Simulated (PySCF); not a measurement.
## Polarisability and C₆ of Kr (krypton, neutral)

[Kr], closed-shell 1S. All numbers are calculated (PySCF 2.14, no relativity, point nucleus, in def2-QZVPPD). Coupled (time-dependent) response in atomic units; α is the mean over directions.

| method | mean α (bohr³) | C₆ (like pair) | S(−4) |
| --- | --- | --- | --- |
| UHF | 16.47 | 127.0 | 51.61 |
| PBE | 18.00 | 140.9 | 67.92 |
| PBE0 | 17.29 | 134.3 | 60.16 |
| wB97M-V | 17.48 | 135.1 | 63.29 |

S(−4) is the Cauchy moment in α(ω) = α(0) + S(−4) ω² + …

Reference α: 16.78 ± 0.02 bohr³ (recommended; Schwerdtfeger and Nagle, table of static dipole polarizabilities (2023 update)). Published C₆: 130.0 (Chu and Dalgarno (2004); Tang, Norbeck and Certain (1976)).

α(iu) at wB97M-V:

```tsv
u (hartree)	α(iu) (bohr³)
0	17.48
0.0500	17.33
0.100	16.88
0.200	15.35
0.300	13.44
0.500	9.883
0.750	6.764
1.00	4.817
1.50	2.751
2.00	1.778
3.00	0.9428
5.00	0.4296
```

A single London oscillator, α(iu) = α/(1 + u²/ω²), gives C₆ = (3/4) ω α². Matching the computed C₆ needs ω = 4 × 135.1 / (3 × 17.48²) = 0.590 hartree.
